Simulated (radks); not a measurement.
Results of a calculation; reference values are marked as such.
Bi72+, configuration [Ne] 3s1 (the NIST ground configuration).

Level of theory: scalar-relativistic Kohn-Sham, r2SCAN, spin-polarised, spherical densities, finite nucleus; open shells are filled with parallel spins first (spin-orbit coupling, left out, can overturn this in heavy ions); meta-GGA in the generalised Kohn-Sham scheme; Fermi nuclear charge, rms radius 5.5211 fm (a radial shooting solver on a logarithmic mesh with Libxc functionals).

Energy parts (eV):
total: -398416.29
kinetic: 470595.67
electron-nucleus: -891941.89
Hartree: 27383.95
exchange-correlation: -4454.01

Orbitals (lengths in bohr, moments of r in powers of bohr):
orbital  occ.  eigenvalue (eV)  <1/r>
1s up       1        -97539.04  103.3
1s down     1        -97533.73  103.3
2s up       1        -22769.87  24.64
2s down     1        -22764.93  24.63
2p up       3        -20454.16  21.53
2p down     3        -20448.65  21.53
3s up       1        -9396.584  9.982
3s down     0        -9319.471  10.00

The highest occupied level is 3s up at -9396.6 eV. The spin density at the nucleus is 54754 e/bohr^3 (1s 246, 2s 81, 3s 54427). For comparison, the ionisation energy in NIST's Atomic Spectra Database is 9430 eV (theoretical). In exact Kohn-Sham theory the highest level is minus the ionisation energy, but local and semilocal functionals leave it too shallow, through self-interaction and a potential that decays too fast; potentials with the right tail come closer. The electron density at the nucleus is 3.163e+06 e/bohr^3 (large components only). Summed over all electrons, <r^2> = 0.06503 bohr^2, which gives a Langevin (diamagnetic) susceptibility term of -0.0515 x 10^-6 cm^3/mol. Spin moment in Bohr magnetons: 1. The density falls to 0.001 e/bohr^3 at r = 0.44 bohr.
